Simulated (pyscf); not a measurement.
•O–SiH₂–OH (SMILES [O][SiH2]O) -> •O–SiH₂–OH (SMILES [O][SiH2]O) (hydrogen shift; doublet surface; H–O broken, H–O formed). Structures and frequencies: ωB97X-D3(BJ)/def2-SVP in PySCF. Correlated levels are frozen-core, on RHF or UHF. ΔMP2 is the change of the MP2 total energy from the triple- to the quadruple-zeta basis. Energies in kJ/mol from the reactant's lowest minimum found.

| level | barrier | reaction energy |
|---|---|---|
| r²SCAN/def2-TZVP | 118.6 | 0.0 |
| B3LYP-D3(BJ)/def2-TZVP | 130.0 | 0.0 |
| PBE0-D3(BJ)/def2-TZVP | 126.7 | 0.0 |
| MP2/def2-QZVPP | 142.6 | 0.0 |
| CCSD/def2-TZVPP | ___ | 0.0 |
| CCSD(T)/def2-TZVPP | 137.3 | 0.0 |
| CCSD(T)/def2-TZVPP + ΔMP2(QZVPP) | ___ | 0.0 |

Problem. What belongs in the gaps?

Solution. 
- CCSD/def2-TZVPP, barrier: 151.3
- CCSD(T)/def2-TZVPP + ΔMP2(QZVPP), barrier: 137.6

•O–SiH₂–OH lies 93.7 kJ/mol over its isomer HO–SiH•–OH, and others may lie lower still (electronic energy, ωB97M-D3(BJ)). This is the saddle that the search found; another between the same sides may lie lower. The CCSD(T) − MP2 part came from Ansatz, without density fitting, on the same reference.
